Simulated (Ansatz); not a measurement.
Total energies of WO₃ from Ansatz at PBE-D4/def2-TZVP, gas phase (1 Eh = 27.2114 eV = 2625.5 kJ/mol). The reference geometry is relaxed at PBE-D4/def2-TZVP.

```xyz
4

W    -0.3241   -0.0416   -0.3791
O    -0.4635   -1.3419    0.7638
O    -0.5414    1.4241    0.5269
O     1.3290   -0.0407   -0.9116
```

| state | geometry | energy (Eh) |
| --- | --- | --- |
| charge 0 singlet | reference | -292.79723 |
| charge 1 doublet | reference | -292.40024 |
| charge 1 doublet | relaxed at PBE-D4/def2-TZVP | -292.40319 |

In the def2 sets W takes a core potential; there is no spin–orbit coupling.

(1) Work out the vertical ionisation energy to the doublet.

(2) How much does the charge 1 doublet relax, and what is the adiabatic ionisation energy?

(1) E(charge 1 doublet) − E(charge 0 singlet) = -292.40024 − (-292.79723) = 0.39699 Eh = 10.80 eV. For comparison, −ε of the highest occupied level is 7.26 eV at this level, 3.54 eV less.

(2) Relaxation: -292.40024 − (-292.40319) = 0.00295 Eh = 0.08 eV. Adiabatic ionisation energy: 0.39404 Eh = 10.72 eV, without zero-point energy.
